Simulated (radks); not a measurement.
Task: Excited configurations of Pm IV: one electron is placed in a higher orbital outside [Xe] 4f3. The ground configuration is [Xe] 4f4. Calculated with a radial shooting solver on a logarithmic mesh with Libxc functionals: scalar-relativistic Kohn-Sham, PBE, spin-unpolarised, spherical densities, finite nucleus; Fermi nuclear charge, rms radius 4.962 fm. Excitation = E - E(ground); binding = E(ion) - E, where the ion is the core of charge +4; n* = 4/sqrt(2 binding) in atomic units, and the quantum defect is n - n*.

outer orbital  excitation (eV)  binding (eV)     n*  quantum defect  eigenvalue (eV)  <r> (bohr)
5d                       9.851        31.252  2.639           2.361          -26.117       2.147
6p                      18.990        22.113  3.138           2.862          -19.285       3.626
6d                      25.689        15.413  3.758           2.242          -13.458       4.772
7s                      26.164        14.938  3.817           3.183          -13.334       5.636
7d                      31.396         9.707  4.736           2.264           -8.577       7.936

Estimate the row for 7f.

Result: excitation (eV) 34.528; binding (eV) 6.574; n* 5.754; quantum defect 1.246; eigenvalue (eV) -5.814; <r> (bohr) 11.21. The Delta-SCF ionisation energy is 41.103 eV (NIST Atomic Spectra Database: 41.2 eV, semi-empirical). Self-interaction in the functional shifts the binding energies and quantum defects, so they are the method's values and not measured ones. Spin polarisation and multiplet splitting are left out, so open shells lie too high by an amount that depends on their filling. Spin-orbit splitting is averaged out at the scalar-relativistic level.

Beside tabulated values, note that spin-unpolarised runs miss the spin-polarisation part of the exchange energy of open shells.
